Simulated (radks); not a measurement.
Values are calculated unless marked as measured or tabulated.
Successive ionisation energies (eV) of one element, from differences of total energies of ions in their ground configurations, starting at charge 0: 7.221, 18.101, 33.846, 52.303, 80.030, 104.10, 130.01, 157.60, 186.75, 275.17, 304.96, 334.87, 375.60, 408.19, 440.75, 507.34, 544.06, 1397.9, 1495.9, 1593.8, 1729.7, 1836.3. Code: a radial shooting solver on a logarithmic mesh with Libxc functionals. Model: non-relativistic Kohn-Sham, PBE, spin-polarised, spherical densities, point nucleus; open shells are filled with parallel spins first. Which element is it?

Answer. Cobalt (Z = 27). The first species listed is Co in [Ar] 3d7 4s2, the last Co21+ in [He] 2s2 2p2.
